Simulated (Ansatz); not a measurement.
Stepwise reaction of `C#[C][SnH3]` with hydrogen chloride, as a gas-phase model of exchange steps in deposition or etching. ΔE in kJ/mol.

Gas-phase electronic energies from Ansatz, PBE0-D4/def2-TZVP geometries. CCSD(T)/CBS adds triple-zeta CCSD(T) − MP2 to the extrapolated MP2 energy (def2 sets, frozen cores). This one scheme is used for every species. DFT in def2-TZVPP. B3LYP here is the variant with VWN-RPA as its local correlation; programs differ in this. Elements past krypton have def2 core potentials. For Sn outer-core shells are correlated without core-valence functions, which leaves a few kJ/mol of doubt a bond.

```tsv
step	reaction	PBE-D4	B3LYP-D4	ωB97M-V	CCSD(T)/CBS
2	`C#[C][SnH2][Cl]` + HCl → `C#[C][SnH]([Cl])[Cl]` + H₂	-68.4	-69.7	-66.4	-71.4
3	`C#[C][SnH]([Cl])[Cl]` + HCl → `C#[C][Sn]([Cl])([Cl])[Cl]` + H₂	-61.5	-62.7	-59.2	-63.8
```

Question: Give the row of step 1, `C#[C][SnH3]` + HCl → `C#[C][SnH2][Cl]` + H₂. (An estimate is asked.)

Answer: The calculation gave: 
```
step                                      reaction  PBE-D4  B3LYP-D4  ωB97M-V  CCSD(T)/CBS
   1  `C#[C][SnH3]` + HCl → `C#[C][SnH2][Cl]` + H₂   -69.5     -71.9    -68.8        -74.2
```

Question: By hand: ΔE of the 3 steps together at CCSD(T)/CBS.

Answer: (-74.2) + (-71.4) + (-63.8) = -209.4 kJ/mol, or -69.8 kJ/mol a step.

In ΔE each step is higher than the one before. All are downhill at CCSD(T)/CBS. PBE-D4 differs from CCSD(T)/CBS by 2.3 to 4.7 kJ/mol a step. Isolated molecules leave out the surface, adducts and barriers. Largest T1 diagnostic: 0.014.
